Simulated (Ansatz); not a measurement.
A structure relaxed at r2SCAN-D4/def2-TZVP in Ansatz, charge 1, doublet:

```
atom   x (Å)   y (Å)   z (Å)
 Ca1  -1.010  -1.591   0.013
 Ca2   1.011   1.589  -0.013
 Cl3  -0.630   0.388  -1.613
 Cl4   0.630  -0.386   1.613
```

Q: Give its formula and point group.

A: the cluster Ca2Cl2⁺ (the lowest doublet isomer of a short search). Point group D2h (tolerance 0.1 Å).

Q: Summarise the bond lengths by kind (pairs closer than 1.2 times the sum of covalent radii, bridged metal pairs left out).

A: 4 × Ca–Cl 2.59 Å.

The structure comes from a short search, and lower isomers may exist.
